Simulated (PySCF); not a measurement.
Species: C5H9ClOSi.
Numbering: `[O:1]=[C:2]([Cl:3])[C@H:4]1[CH2:5][C@H:6]([SiH3:7])[CH2:8]1`

Structure used (GFN2-xTB), in Å, numbered top down from 1:
```
atom  x, y, z in Å
O1    -3.1938    0.0675   -0.4236
C2    -2.4399   -0.5861    0.2137
Cl3   -3.0635   -1.6198    1.5241
C4    -0.9596   -0.6539    0.1426
C5    -0.2866    0.2455   -0.9037
C6     0.6287    0.8189    0.1949
Si7    2.4274    0.2029    0.1306
C8    -0.2459    0.1379    1.2633
H9    -0.6373   -1.6945    0.1082
H10    0.2031   -0.2805   -1.7208
H11   -0.9817    0.9741   -1.3179
H12    0.5994    1.9077    0.2510
H13    3.0613    0.7567   -1.0652
H14    3.1133    0.6437    1.3448
H15    2.4188   -1.2604    0.0642
H16    0.2645   -0.4735    2.0039
H17   -0.9152    0.8257    1.7779
```

Probes without a nucleus sit at each ring's centroid and 1 Å off its mean plane on both sides; NICS is minus the shielding there, NICSzz its component along the normal. Level: GIAO PBE0/pcSseg-1 (PySCF, non-relativistic, gas phase) on the GFN2-xTB geometry, one conformer.

Ring bond lengths (Å), with Mayer bond orders in brackets: C4–C5 1.535 (0.99), C5–C6 1.541 (1.01), C6–C8 1.540 (1.01), C8–C4 1.547 (0.97).

Problem. What do the NICS probes read (ppm)?

Solution. 
```csv
ring,type,NICS(0),"NICS(1), two faces","NICS(1)zz, two faces",rms pucker (Å),"centre to ring atoms, mean (Å)"
C4–C5–C6–C8,4-membered carbocycle; formal bonds all single,-1.8,-1.0 / -0.1,2.5 / 5.2,0.07,1.09
```

Problem. What do they say, and how far can they be read as aromaticity?

Solution. 
- C4–C5–C6–C8: mean NICS(1)zz 3.9 ppm, deshielded. C4, C5, C6, C8 have four or more neighbours, so the value isn't read as a sign of a π ring current.

Problem. At the first NICS(1) probe listed for ring C4–C5–C6–C8, 1 Å off the ring, how large is the induced field along the normal in 1 T applied along it?

Solution. NICSzz × B0 = 2.5 ppm × 1 T = 2 μT, along the applied field.

Problem. How shielded are the nuclei of the rings and their hydrogens (means over atoms taken as equivalent)?

Solution. 
```json
{"atoms": "C4", "environment": "sp3 carbon next to a carbonyl", "σ isotropic (ppm)": "140.6", "principal values of the symmetric part, first atom (ppm)": "120.3, 128.7, 172.8"}
{"atoms": "C5 (×2)", "environment": "four-membered-ring carbon", "σ isotropic (ppm)": "158.4", "principal values of the symmetric part, first atom (ppm)": "147.7, 157.8, 179.5"}
{"atoms": "C6", "environment": "sp3 carbon bound to silicon", "σ isotropic (ppm)": "178.2", "principal values of the symmetric part, first atom (ppm)": "165.9, 178.5, 190.2"}
{"atoms": "H9", "environment": "methine hydrogen", "σ isotropic (ppm)": "28.23", "principal values of the symmetric part, first atom (ppm)": "24.3, 28.6, 31.8"}
{"atoms": "H10 (×2)", "environment": "methylene hydrogen", "σ isotropic (ppm)": "29.70", "principal values of the symmetric part, first atom (ppm)": "25.9, 28.3, 35.7"}
{"atoms": "H11 (×2)", "environment": "methylene hydrogen", "σ isotropic (ppm)": "28.94", "principal values of the symmetric part, first atom (ppm)": "25.3, 27.3, 33.6"}
{"atoms": "H12", "environment": "methine hydrogen", "σ isotropic (ppm)": "29.99", "principal values of the symmetric part, first atom (ppm)": "25.5, 28.2, 36.2"}
```
